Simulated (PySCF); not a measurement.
**F³⁺ (fluorine, charge +3): LDA calculation**

Configuration: [He] 2s2 2p2, high-spin 3P determinant. Computed with PySCF 2.14 in aug-cc-pVDZ-DK (4s3p2d, 23 functions), with scalar relativity by spin-free X2C-1e.

```
Total energy                                                  : -94.8808 hartree
One-electron energy                                           : -118.0549 hartree
Hartree (Coulomb) energy                                      : 31.1016 hartree
Exchange-correlation energy                                   : -7.9275 hartree
⟨S²⟩                                                          : 2.0008
⟨L²⟩                                                          : 2.002
Sum of ⟨r⟩                                                    : 3.778 bohr
Sum of ⟨r²⟩                                                   : 3.635 bohr²
Traceless quadrupole moment −½Σ⟨3z² − r²⟩ along its main axis : 0.318 e·bohr²
Langevin diamagnetic susceptibility                           : -2.88 ×10⁻⁶ cm³/mol
Time after the integrals                                      : 0.11 s of wall time on 1 thread of Neoverse-N1 (shared host)
```

```json
{"shell": "1s α", "electrons": "1", "mean orbital energy (hartree)": "-27.13530", "rms radius, mean of both spins (bohr)": "0.205"}
{"shell": "1s β", "electrons": "1", "mean orbital energy (hartree)": "-27.04660", "rms radius, mean of both spins (bohr)": "0.205"}
{"shell": "2s α", "electrons": "1", "mean orbital energy (hartree)": "-3.41150", "rms radius, mean of both spins (bohr)": "0.968"}
{"shell": "2s β", "electrons": "1", "mean orbital energy (hartree)": "-3.22229", "rms radius, mean of both spins (bohr)": "0.968"}
{"shell": "2p α", "electrons": "2", "mean orbital energy (hartree)": "-2.75383", "rms radius, mean of both spins (bohr)": "0.915"}
```
